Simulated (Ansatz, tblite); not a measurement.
Cost and result up the ladder for Al₁₇As₁₇H₄₀ (74 atoms). Charge 0, multiplicity 1. Geometry: PBE-D4/def2-SVP.

Cartesian coordinates in Å:
```
As -4.946 -2.260 0.245
Al -5.384 0.229 0.495
Al -3.792 -0.082 -3.462
As -3.779 1.051 -1.212
Al -4.054 3.519 -1.240
As -2.197 4.071 -2.893
Al -2.877 -2.931 1.439
As -3.097 -1.638 3.613
Al -1.120 -2.915 -1.908
As -1.475 -1.116 -3.562
As -1.137 -1.670 0.264
Al -1.672 0.714 -0.081
Al -1.597 0.314 4.087
As -1.692 1.852 2.149
Al 0.381 0.512 -3.621
As 0.274 1.547 -1.343
Al 0.094 3.911 -1.954
Al -0.048 3.687 2.413
As -0.194 5.037 0.304
Al 1.309 -5.799 -0.309
As 1.154 -3.902 -1.952
As 1.331 -4.342 1.814
Al 0.929 -1.912 1.528
As 0.658 -0.703 3.702
Al 3.039 -2.288 -1.927
As 2.629 -0.536 -3.639
As 2.858 -1.104 0.279
Al 2.328 1.248 -0.068
Al 2.439 0.990 4.118
As 2.095 2.438 2.119
Al 4.448 1.190 -3.828
As 4.165 2.162 -1.460
Al 5.051 -1.409 1.419
As 4.523 -0.311 3.675
H -6.074 -3.197 0.661
H -4.788 -2.704 -1.202
H -6.923 0.562 0.208
H -4.762 0.454 1.976
H -4.841 -1.301 -3.414
H -3.850 1.058 -4.595
H -5.452 4.020 -1.834
H -3.443 4.169 0.111
H -2.215 3.169 -4.118
H -2.328 5.417 -3.598
H -2.568 -4.460 1.784
H -4.529 -1.311 4.013
H -2.786 -2.611 4.752
H -2.287 -4.018 -1.867
H -1.410 -1.822 -4.917
H -1.801 0.938 5.542
H -3.045 2.541 2.252
H 0.213 1.672 -4.718
H 1.340 4.582 -2.698
H -0.128 4.571 3.740
H -1.427 5.925 0.378
H 0.862 6.129 0.447
H -0.092 -6.571 -0.217
H 2.738 -6.520 -0.351
H 1.273 -4.595 -3.309
H 0.381 -4.869 2.883
H 2.634 -4.461 2.597
H 0.851 -1.744 4.804
H 4.482 -2.971 -2.041
H 2.717 -1.288 -4.967
H 2.376 1.741 5.525
H 3.207 3.482 2.185
H 4.000 2.385 -4.797
H 5.902 0.519 -3.831
H 4.027 3.680 -1.474
H 5.434 2.059 -0.623
H 5.298 -2.955 1.761
H 6.140 -0.427 0.765
H 4.550 -1.341 4.801
H 5.683 0.541 4.181
```

Ansatz on 11 threads of AMD EPYC 7R13 on a shared host and a whole NVIDIA H100 80GB HBM3; xTB runs through tblite on one thread. Times are rough, summed over both states, and most runs start from the orbitals of an earlier one. PBE0-D4/def2-SVP serves as the yardstick here, not as an exact answer. The other state is a doublet.

The xTB rows come from tblite. Single mean-field runs in def2-SVP are fitted with def2-universal-jkfit. HOMO above LUMO, or a gap near zero within one spin, warns that the state may not be the lowest or that an electron is smeared out.

Raw xTB energies of ions are shifted by several eV.

| level | functions | wall time | vertical IE (eV) | difference from PBE0-D4/def2-SVP (eV) | remarks |
| --- | --- | --- | --- | --- | --- |
| GFN1-xTB | 386 | 4.6 s | 11.18 | 3.52 | – |
| GFN2-xTB | 346 | 5.3 s | 10.64 | 2.98 | – |
| PBE-D4/def2-SVP | 1050 | 24 s | 7.13 | -0.53 | gap within one spin near zero (+1 doublet) |
| B97M-V/def2-SVP (with forces) | 1050 | 44 s | 7.47 | -0.20 | gap within one spin near zero (+1 doublet) |
| PBE0-D4/def2-SVP | 1050 | 62 s | 7.67 | 0.00 | – |
